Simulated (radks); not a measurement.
Problem. Ga13+, 18 electrons, occupied as [Ar]. All-electron calculation, non-relativistic Kohn-Sham, PBE, spin-unpolarised, spherical densities, point nucleus. Program: a radial shooting solver on a logarithmic mesh with Libxc functionals. Some entries of the table are withheld. Estimate them.

| orbital | occ. | eigenvalue (eV) | <r> (bohr) |
|---|---|---|---|
| 1s | 2 | -10507.08 | 0.04944 |
| 2s | 2 | -1654.271 | 0.2205 |
| 2p | 6 | -1514.549 | (1) |
| 3s | 2 | -499.1628 | (2) |
| 3p | 6 | -452.7909 | (3) |
| 3d | 0 | (4) | 0.5389 |
| 4s | 0 | -228.0225 | 1.203 |

Solution. 
(1) 2p <r> (bohr): 0.1913
(2) 3s <r> (bohr): 0.5863
(3) 3p <r> (bohr): 0.5792
(4) 3d eigenvalue (eV): -377.7264
